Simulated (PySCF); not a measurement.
C3H4, SMILES C1C=C1. Atoms are numbered in the order given.

```xyz
7

C      0.0000    -0.6434    -0.4996
C      0.0000     0.6434    -0.4996
C      0.0000     0.0000     0.8609
H      0.0000    -1.5717    -1.0416
H      0.0000     1.5717    -1.0416
H      0.9115     0.0000     1.4567
H     -0.9115     0.0000     1.4567
```

Coordinates come from a B3LYP-D3(BJ)/def2-TZVP optimisation.

Computed with r2SCAN/def2-TZVPD in PySCF.

Symmetry labels are those of the subgroup C2v that the program uses (full group C2v).

Computed valence orbital energies around the gap with their symmetry:
```
orbital  symmetry  energy (eV)
-------  --------  -----------
HOMO−7         A1       -22.86
HOMO−6         A1       -15.48
HOMO−5         B2       -14.56
HOMO−4         A1       -12.90
HOMO−3         B1       -11.07
HOMO−2         A1        -8.72
HOMO−1         B2        -7.35
HOMO           B1        -6.28
LUMO           A2        -0.71
LUMO+1         A1         1.03
LUMO+2         B2         1.33
LUMO+3         A1         1.37
```
